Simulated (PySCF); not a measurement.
**N²⁺ (nitrogen, charge +2) across methods**

[He] 2s2 3s1, 2S determinant (an excited configuration). Calculation: PySCF 2.14, in aug-cc-pCVQZ-DK (9s8p6d4f2g, 109 functions); the spin-free X2C one-electron Hamiltonian (Gaussian nucleus).

```json
{"method": "TPSSh", "E (hartree)": "-51.9733", "mean ε 2s α (eV)": "-59.608", "mean ε 2s β (eV)": "-59.284", "mean ε 3s α (eV)": "-17.689", "Σ⟨r²⟩ (bohr²)": "14.14", "⟨S²⟩": "0.750"}
{"method": "wB97X", "E (hartree)": "-51.9676", "mean ε 2s α (eV)": "-63.144", "mean ε 2s β (eV)": "-62.912", "mean ε 3s α (eV)": "-19.873", "Σ⟨r²⟩ (bohr²)": "14.25", "⟨S²⟩": "0.750"}
{"method": "PBE0", "E (hartree)": "-51.9145", "mean ε 2s α (eV)": "-60.641", "mean ε 2s β (eV)": "-60.209", "mean ε 3s α (eV)": "-18.102", "Σ⟨r²⟩ (bohr²)": "14.20", "⟨S²⟩": "0.750"}
{"method": "MN15", "E (hartree)": "-51.9902", "mean ε 2s α (eV)": "-61.838", "mean ε 2s β (eV)": "-61.253", "mean ε 3s α (eV)": "-18.511", "Σ⟨r²⟩ (bohr²)": "14.07", "⟨S²⟩": "0.750"}
{"method": "UHF", "E (hartree)": "-51.83341", "mean ε 2s α (eV)": "-66.175", "mean ε 2s β (eV)": "-65.435", "mean ε 3s α (eV)": "-19.641", "Σ⟨r²⟩ (bohr²)": "14.73", "⟨S²⟩": "0.750"}
{"method": "r2SCAN", "E (hartree)": "-51.9214", "mean ε 2s α (eV)": "-58.869", "mean ε 2s β (eV)": "-58.699", "mean ε 3s α (eV)": "-17.386", "Σ⟨r²⟩ (bohr²)": "14.34", "⟨S²⟩": "0.750"}
{"method": "PBE", "E (hartree)": "-51.9059", "mean ε 2s α (eV)": "-58.494", "mean ε 2s β (eV)": "-58.132", "mean ε 3s α (eV)": "-17.427", "Σ⟨r²⟩ (bohr²)": "14.11", "⟨S²⟩": "0.750"}
```

(1) Estimate the same row for LDA.

The outer electron is Rydberg-like, and this basis confines it to a smaller radius and binds it less than a complete one would.

## Answers

(1) E (hartree) = -51.4931; mean ε 2s α (eV) = -58.272; mean ε 2s β (eV) = -57.896; mean ε 3s α (eV) = -17.281; Σ⟨r²⟩ (bohr²) = 14.22; ⟨S²⟩ = 0.750.
